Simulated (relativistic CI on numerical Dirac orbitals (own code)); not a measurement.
# Ti4+: L2,3 absorption edge

Computed with this model: Dirac-Coulomb-Breit CI, separate exchange-only KLI orbitals for each configuration, model QED (radiative potential, 1s self-energy scaled to tabulated hydrogen-like ionisation energies), valence Slater integrals scaled by 0.7, multiplet model of core-to-valence dipole absorption; configurations [Ne] 3s2 3p6 → [He] 2s2 2p5 3s2 3p6 3d; 300 K; Lorentzian 0.24 eV and Gaussian 0.3 eV FWHM. Energies are those of the free ion, without screening or charge transfer. The branching ratio is the share of the lower-energy edge in the whole absorption, uncertain by about 0.02 where the edges overlap. S is read from ⟨S²⟩ = S(S + 1).

Field parameters in Wybourne normalisation: D3d B²₀ = −7Dσ, B⁴₀ = −14Dq − 21Dτ, B⁴₃ = −14√(10/7) Dq. The field is a parameter set, without covalency.

Peaks in eV (height, largest 100): 464.6 (68), 469.9 (100).

Q: Which surroundings give this spectrum?
A. free ion
B. D3d, 10Dq = 29450, Dσ = -170, Dτ = 70 cm⁻¹
C. D3d, 10Dq = 29450, Dσ = -1200, Dτ = 70 cm⁻¹

A: A. free ion, where the ground state has S = 0.00.
